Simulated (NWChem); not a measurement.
C₂H₅FSi₂; SMILES C#C[Si@@H](F)[SiH3]

Results from NWChem. All runs use the structure optimised with PBE0/def2-SVP. B3LYP is NWChem's, with the RPA form of VWN correlation. Total energies of different functionals are on different scales.

```
level                                  energy (Ha)  highest occupied level (eV)  orbital gap (eV)  dipole (D)  relative time
-------------------------------------  -----------  ---------------------------  ----------------  ----------  -------------
PBE/def2-TZVP                            -757.6289                        -6.92              4.87        1.65              1
B3LYP/def2-TZVP                          -758.1838                        -7.87              6.54        1.74              1
LDA (Slater exchange, VWN5)/def2-TZVP    -754.4430                        -7.04              4.75        1.72              1
CAM-B3LYP/def2-TZVP                      -758.0793                        -9.37              9.32        1.77             10
PBE0/def2-TZVP                           -757.6919                        -8.08              6.91        1.76              1
```

Relative times are rough (shared machine, one core).
